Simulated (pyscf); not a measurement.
A first-order saddle from PySCF, ωB97X-D3(BJ)/def2-SVP:

```
Ge
H 1 1.5571
H 1 1.5575 2 103.68
H 1 1.7484 2 82.49 3 79.16
Sb 4 1.9984 1 91.51 2 121.68
H 5 1.7042 4 99.77 1 76.03
H 5 1.7263 6 90.40 4 -73.58
```
Charge 0, spin multiplicity 1.

Surface: singlet, charge 0. Lowest wavenumbers (cm⁻¹): 427i, 215, 259, 355, 572.

**Question.** Which two sides does it connect, and which bonds change?

**Answer.** `[SbH3]` + `[GeH2]` [singlet] ⇌ `[GeH3][SbH2]`, an insertion read from left to right: H–Sb broken and Ge–Sb, Ge–H formed. At CCSD(T)/def2-TZVPP + ΔMP2(QZVPP) it lies -37.9 kJ/mol from the left side and +182.4 kJ/mol from the right (each side as separated species at their lowest minima found). On the reactant side the descent ends in an adduct with a Ge–Sb contact, 56.9 kJ/mol under the separated species and 6.4 kJ/mol under the saddle at ωB97X-D3(BJ)/def2-TZVP. At CCSD(T) the saddle lies under the separated reactants, which points to a path from their complex (located at ωB97X-D3(BJ) alone). What is counted as formed (Ge–Sb) is already present as a longer contact in the reactant adduct; forming that adduct is a step of its own. At ωB97X-D3(BJ) the barrier from the zero used here is -50.5 kJ/mol. This is the saddle that the search found; another between the same sides may lie lower. The CCSD(T) − MP2 part came from Ansatz, without density fitting, on the same reference. The frozen core leaves the outer d or s,p core shells of the metals and heavy elements correlated in the MP2 and CC values, and def2-TZVPP describes them poorly, which can shift differences by a few kcal/mol. Elements up to Kr have no core potential and no relativistic terms here. Elements past Kr carry the def2 core potentials, without spin-orbit coupling.
